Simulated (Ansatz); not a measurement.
Ideal-gas functions of `CO[SiH2]Br` at 600 K and 1 bar, from an Ansatz frequency run at PBE0-D4/def2-TZVP.

Molar mass 141.04 g/mol, point group C1 (symmetry number 1), electronic degeneracy 1, moments of inertia 65.748, 287.818, 337.256 u Å². Harmonic wavenumbers (cm⁻¹, unscaled): 79, 91, 179, 273, 426, 610, 734, 792, 882, 946, 1155, 1183, 1216, 1480, 1493, 1499, 2238, 2287, 3027, 3096, 3136.

Use S(trans) = R[1.5 ln M + 2.5 ln T − 1.1517]; rotational temperatures θ = 24.2544 K / I; S(rot) = R[ln(√π/σ · √(T³/θAθBθC)) + 1.5]; for each mode x = 1.438777 ν̃/T, S = R[x/(eˣ − 1) − ln(1 − e⁻ˣ)] and H = RT x/(eˣ − 1); 1 cm⁻¹ = 0.0119627 kJ/mol; R = 8.31446 J/(mol·K).

Task: By hand: the entropy, in J/(mol·K).

Result: Translation 185.1. Rotation: θ = 0.3689, 0.0843, 0.0719 K, giving 122.4. Vibration, mode by mode: 22.16, 20.99, 15.41, 11.98, 8.49, 5.86, 4.61, 4.13, 3.48, 3.08, 2.08, 1.97, 1.85, 1.12, 1.09, 1.08, 0.25, 0.22, 0.05, 0.04, 0.04, in all 110.0. Electronic 0.0. Sum 417.5 J/(mol·K).

Task: By hand: H − E and G − E in kJ/mol, counted from the electronic energy.

Result: Zero-point energy ½ × 26822 × 0.0119627 = 160.4; thermal vibration 32.3; translation, rotation and pV give 4 RT = 20.0. H − E = 212.7 kJ/mol, and G − E = 212.7 − 600 × 417.5/1000 = -37.8 kJ/mol.

Vibration gives 26 % of the entropy, 43.1 J/(mol·K) of it from the modes under 150 cm⁻¹: soft modes count most, and the harmonic formula is weakest for them. The sum counts one conformer and one mirror image; others add a mixing term.
